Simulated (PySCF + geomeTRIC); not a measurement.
All values below come from BP86-D3(BJ)/def2-SVP (PySCF + geomeTRIC). fastk is a local helper that only speeds up exchange builds. No frequencies were computed at this level.

```python
import json, numpy as np
from pyscf import gto, dft
from fastk import lowrank_exchange
atoms = """
Sc     0.049503     0.116959    -0.053472
N     -0.814283    -1.394039     0.985925
H     -0.587846    -2.389333     0.950912
H     -1.573976    -1.336037     1.665218
N      1.549413    -0.277140    -1.358917
H      1.964045    -1.181858    -1.587183
H      2.060381     0.385335    -1.944362
N     -0.582268     2.025038     0.209887
H     -0.228010     2.869157    -0.242591
H     -1.321987     2.365114     0.826231
"""
def scf(charge, spin, dm0=None):
    mol = gto.M(atom=atoms, basis='def2-svp', ecp={}, charge=charge, spin=spin, verbose=3, max_memory=10080)
    mf = dft.KS(mol, xc='bp86').density_fit(auxbasis="def2-universal-jkfit")
    mf.disp = 'd3bj'
    mf.grids.level = 3
    mf.conv_tol = 1e-8
    mf.max_cycle = 120
    mf.level_shift = 0.25
    mf.kernel(dm0)
    if not mf.converged:
        mf = mf.newton().run(mf.mo_coeff, mf.mo_occ).undo_soscf()
    return mf
mf = scf(0, 0)
from pyscf.geomopt.geometric_solver import kernel as optimize
path = []
done, mol = optimize(mf, maxsteps=120, assert_convergence=False, callback=lambda env: path.append((env["energy"], bool(env["g_scanner"].converged))))
res = dict(converged=bool(done and path[-1][1]), energy=path[-1][0], path=[e for e, c in path], xyz=mol.atom_coords(unit="Angstrom").tolist(), nao=mol.nao)
json.dump(res, open("result.json", "w"))
```

Output:

```
converged SCF energy = -928.556065764312
Geometry optimization cycle 1
converged SCF energy = -928.556065764628
cycle 1: E = -928.556065765  dE = -928.556  norm(grad) = 0.034526
Geometry optimization cycle 2
converged SCF energy = -928.55793433637
cycle 2: E = -928.557934336  dE = -0.00186857  norm(grad) = 0.00843686
Geometry optimization cycle 3
converged SCF energy = -928.558137033345
cycle 3: E = -928.558137033  dE = -0.000202697  norm(grad) = 0.000874179
Geometry optimization cycle 4
converged SCF energy = -928.558142498072
cycle 4: E = -928.558142498  dE = -5.46473e-06  norm(grad) = 0.000718931
Geometry optimization cycle 5
converged SCF energy = -928.558147244721
cycle 5: E = -928.558147245  dE = -4.74665e-06  norm(grad) = 0.000652104
Geometry optimization cycle 6
converged SCF energy = -928.558148708887
cycle 6: E = -928.558148709  dE = -1.46417e-06  norm(grad) = 0.000464262
Geometry optimization cycle 7
converged SCF energy = -928.55814826922
cycle 7: E = -928.558148269  dE = 4.39666e-07  norm(grad) = 0.000382507
Geometry optimization cycle 8
converged SCF energy = -928.558148031021
cycle 8: E = -928.558148031  dE = 2.38199e-07  norm(grad) = 0.000396735
Geometry optimization cycle 9
converged SCF energy = -928.558148553324
cycle 9: E = -928.558148553  dE = -5.22302e-07  norm(grad) = 0.00034674
<class 'geometric.internal.Distance'> : 9
<class 'geometric.internal.Angle'> : 8
<class 'geometric.internal.OutOfPlane'> : 4
<class 'geometric.internal.Dihedral'> : 12
<class 'geometric.internal.TranslationX'> : 1
<class 'geometric.internal.TranslationY'> : 1
<class 'geometric.internal.TranslationZ'> : 1
<class 'geometric.internal.RotationA'> : 1
<class 'geometric.internal.RotationB'> : 1
<class 'geometric.internal.RotationC'> : 1
Step    0 : Gradient = 1.092e-02/1.598e-02 (rms/max) Energy = -928.5560657646
Step    1 : Displace = 5.879e-02/8.829e-02 (rms/max) Trust = 1.000e-01 (=) Grad = 2.668e-03/4.735e-03 (rms/max) E (change) = -928.5579343364 (-1.869e-03) Quality = 0.718
Step    2 : Displace = 1.553e-02/2.344e-02 (rms/max) Trust = 1.000e-01 (=) Grad = 2.764e-04/3.887e-04 (rms/max) E (change) = -928.5581370333 (-2.027e-04) Quality = 0.934
Step    3 : Displace = 2.426e-03/3.995e-03 (rms/max) Trust = 1.414e-01 (+) Grad = 2.273e-04/3.634e-04 (rms/max) E (change) = -928.5581424981 (-5.465e-06) Quality = 1.272
Step    4 : Displace = 5.565e-03/8.826e-03 (rms/max) Trust = 2.000e-01 (+) Grad = 2.062e-04/3.552e-04 (rms/max) E (change) = -928.5581472447 (-4.747e-06) Quality = 0.867
Step    5 : Displace = 6.709e-03/9.935e-03 (rms/max) Trust = 2.828e-01 (+) Grad = 1.468e-04/2.373e-04 (rms/max) E (change) = -928.5581487089 (-1.464e-06) Quality = 0.381
Step    6 : Displace = 4.934e-03/7.228e-03 (rms/max) Trust = 2.828e-01 (=) Grad = 1.210e-04/2.210e-04 (rms/max) E (change) = -928.5581482692 (+4.397e-07) Quality = -0.212
Step    7 : Displace = 2.232e-03/3.428e-03 (rms/max) Trust = 2.467e-03 (-) Grad = 1.255e-04/2.231e-04 (rms/max) E (change) = -928.5581480310 (+2.382e-07) Quality = -0.139
Step    8 : Displace = 1.031e-03/1.728e-03 (rms/max) Trust = 1.116e-03 (-) Grad = 1.096e-04/1.693e-04 (rms/max) E (change) = -928.5581485533 (-5.223e-07) Quality = 0.273
Converged! =D
```

Cost: roughly 2.5 core-minutes.
